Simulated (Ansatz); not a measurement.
`[CH3][Ge]([NH2])([F])[Cl]` → `CCl` + `[NH2][Ge][F]` at 600 K and 1 bar (germylene formation by 1,1-elimination).

Program: Ansatz. Geometries: PBE0-D4/def2-TZVP. ΔE: electronic, gas phase. CCSD(T)/CBS adds triple-zeta CCSD(T) − MP2 to the extrapolated MP2 energy (def2 sets, frozen cores). This one scheme is used for every species. For Ge outer-core shells are correlated without core-valence functions, which leaves a few kJ/mol of doubt a bond. Scalar relativity is left out up to krypton. One conformer a species, not always the lowest.

```json
{"species": "`[CH3][Ge]([NH2])([F])[Cl]`", "CCSD(T)/CBS energy (Eh)": "-2731.56957", "H − E (kJ/mol)": "240.8", "S (J/(mol·K))": "470.0"}
{"species": "`CCl`", "CCSD(T)/CBS energy (Eh)": "-499.63220", "H − E (kJ/mol)": "125.0", "S (J/(mol·K))": "268.9"}
{"species": "`[NH2][Ge][F]`", "CCSD(T)/CBS energy (Eh)": "-2231.86581", "H − E (kJ/mol)": "107.5", "S (J/(mol·K))": "335.1"}
```

H − E and S are ideal-gas, rigid-rotor, harmonic terms from PBE0-D4/def2-TZVP, for one conformer and one mirror image of each species. 1 Eh = 2625.50 kJ/mol, R = 8.31446 J/(mol·K).

**Question.** By hand: ΔE, ΔH, ΔS and ΔG.

**Answer.** ΔE = (-499.63220) + (-2231.86581) − (-2731.56957) = 0.07156 Eh = 187.9 kJ/mol. Δ(H − E) = 125.0 + 107.5 − 240.8 = -8.3, so ΔH = 179.6 kJ/mol. ΔS = 268.9 + 335.1 − 470.0 = 134.0 J/(mol·K). ΔG = 179.6 − 600 × (134.0)/1000 = 99.2 kJ/mol.

**Question.** By hand: the equilibrium constant, and the temperature at which ΔG would vanish if ΔH and ΔS stayed fixed.

**Answer.** log₁₀ K = −ΔG/(RT ln 10) = -8.6. ΔG = 0 at ΔH/ΔS = 1340 K.

The number of gas molecules changes by +1, which sets the sign of ΔS. A doubt of 5 kJ/mol in ΔE shifts log₁₀ K by 0.4 here. Other conformers and mirror images would add mixing entropy, several J/(mol·K) or more a flexible species. These are equilibria of isolated gas molecules and say nothing of rates. Largest T1 diagnostic: 0.014 (customary marks: 0.02 for closed shells, 0.045 for open ones).
